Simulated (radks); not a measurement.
Hf IV, configuration [Xe] 4f13 5d2 (not the ground configuration).

Calculated with a radial shooting solver on a logarithmic mesh with Libxc functionals: Dirac Kohn-Sham, PBE, spin-unpolarised, spherical densities, finite nucleus; open shells fill j = l - 1/2 first; Fermi nuclear charge, rms radius 5.347 fm.

Energy parts (eV):
| part | energy |
|---|---|
| total | -410710.18 |
| kinetic | 459258.24 |
| electron-nucleus | -1020271.45 |
| Hartree | 158695.86 |
| exchange-correlation | -8392.82 |

Orbitals (lengths in bohr, moments of r in powers of bohr):
orbital  occ.  eigenvalue (eV)      <r^2>
1s1/2       2        -65214.17  0.0004952
2s1/2       2        -11176.59   0.007584
2p1/2       2        -10677.91   0.005433
2p3/2       4        -9486.201   0.006639
3s1/2       2        -2575.739    0.04969
3p1/2       2        -2354.208    0.04571
3p3/2       4        -2098.857    0.05237
3d3/2       4        -1723.154    0.04081
3d5/2       6        -1667.474    0.04264
4s1/2       2        -548.2748     0.2471
4p1/2       2        -457.3843     0.2558
4p3/2       4        -398.7084     0.2919
4d3/2       4        -249.0945     0.3215
4d5/2       6        -238.3051     0.3353
5s1/2       2         -98.4110      1.399
5p1/2       2         -71.9410      1.711
5p3/2       4         -63.5384      1.990
4f5/2       6         -53.2180     0.5254
4f7/2       7         -51.3886     0.5432
5d3/2       2         -29.3866      3.896
5d5/2       0         -28.6005      4.087

The highest occupied level is 5d3/2 at -29.387 eV. The electron density at the nucleus is 1.209e+06 e/bohr^3. The density falls to 0.001 e/bohr^3 at r = 3.39 bohr.
